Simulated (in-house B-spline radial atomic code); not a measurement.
Excitations of Sc9+ by several methods

Full response, energies in eV; labels give the largest channel, * marks a mixed state, a dash one above the method's threshold, and an imaginary frequency an unstable closed-shell reference. Computed with an all-electron radial atomic-structure program (B-spline basis): linear response of the closed shell [Ne] 3s2 with each method's own kernel (bare exchange for TDHF, static screening on G0W0 levels for BSE, the adiabatic kernel for functionals); scalar-relativistic (spin-free one-electron X2C), finite nucleus, no spin-orbit coupling, no double excitations, S, P, D and F terms only.

```
           method  3s → 3p 3P  3s → 3p 1P  3s → 3d 3D  α (bohr³)
             TDHF      17.328      28.955       54.91     0.9236
   BSE on G0W0@HF           ?           ?           ?          ?
         LDA VWN5      19.892      29.527       54.12     0.8537
              PBE      19.279      29.392       53.24     0.8721
             PBE0      18.942      29.222       53.77     0.8883
  B3LYP (VWN-RPA)      18.786      29.435       53.46      0.871
        CAM-B3LYP      18.826      29.481       53.64     0.8688
          LC-wPBE      19.266      29.402       53.48     0.8717
            wB97X      19.612      29.485       54.16     0.8703
            HSE06      19.212      29.409       53.84     0.8773
        BHandHLYP      18.194      29.274       53.94     0.8891
             BLYP      18.815      29.569       52.80     0.8589
           PBEsol      19.164      29.301       53.29     0.8746
             BP86           ?           ?           ?          ?
LDA exchange-only      18.929      29.635       53.36     0.8503
            B97-1      19.053      29.117       53.92     0.8934
             RPBE      18.817      29.122       52.82     0.8906
             OLYP      17.014      28.547       51.71     0.9244
```

Question: What does BSE on G0W0@HF give?

Answer: 3s → 3p 3P: 19.202; 3s → 3p 1P: 29.781; 3s → 3d 3D: 57.98; α: 0.8484 (eV, bohr³).

Question: What does BP86 give?

Answer: 3s → 3p 3P: 19.311; 3s → 3p 1P: 29.375; 3s → 3d 3D: 53.25; α: 0.8726 (eV, bohr³).
